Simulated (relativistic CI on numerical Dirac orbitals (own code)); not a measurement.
Calculated at this level of theory: Dirac-Coulomb-Breit CI, separate exchange-only KLI orbitals for each configuration, model QED, unscaled Slater integrals (own radial code, finite nucleus).

The strongest absorption lines from the ground level of an ion, among the configurations computed and to levels below about 519 eV (vacuum wavelength in nm, gf): 4.3711 (0.17), 4.7046 (0.44), 4.7545 (0.16), 4.7872 (1.5), 4.8651 (0.69), 4.9285 (0.53), 5.0140 (0.28), 5.3068 (0.66).

Which ion is it?
A. Cs29+
B. Te28+
C. Cs31+
D. In25+

C. Cs31+ has 24 electrons and the ground level 3s²3p⁶3d⁶ ⁵D4; the strongest line goes to 3s²3p⁵3d⁷ ⁵P°3. The pattern of lines fixes the number of electrons, and along that sequence the line energies rise steadily with the charge (about as its square where n changes within one kind of shell, about linearly where n is kept but much faster in heavy ions where fine structure, which grows about as Z⁴, sets the gap, and irregularly where shells cross), which fixes Z. Configurations outside the model, such as inner-shell arrays, can give stronger lines. At this charge energies of transitions that change n are usually good to better than 1 %, and those within a shell (Δn = 0) to a few per cent. Terms inside the open d or f shell come out 10 to 20 % too wide with unscaled integrals.

LS names give the leading component of a level, which can be under half, so a name can repeat, a term be missing and a line seem to break the LS rules.
